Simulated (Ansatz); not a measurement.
```yaml
atoms:
  - { symbol: Si, position_ang: [0.0000, 0.0000, 0.0000] }
  - { symbol: F, position_ang: [0.9158, 0.9158, 0.9158] }
  - { symbol: F, position_ang: [0.9158, -0.9158, -0.9158] }
  - { symbol: F, position_ang: [-0.9158, 0.9158, -0.9158] }
  - { symbol: F, position_ang: [-0.9158, -0.9158, 0.9158] }
```

Basis set: def2-TZVP (spherical functions). Correlated methods keep 9 orbitals frozen. Charge 0, multiplicity 1.

Computed with Ansatz (development build ahead of 0.2.0); each method stands on the lowest determinant of its kind that the runs found. Restricted open shells among the atoms or ions are ROHF, correlated in semicanonical orbitals with singles.

(1) Give the atomization energy at this shape (free ground-state atoms in the same class of orbitals less the molecule, no zero-point energy) of singlet SiF4 by RHF-MP2, RHF.

## Answers

(1)

```tsv
method	atomization energy
RHF-MP2	586.19 kcal/mol
RHF	438.87 kcal/mol
```
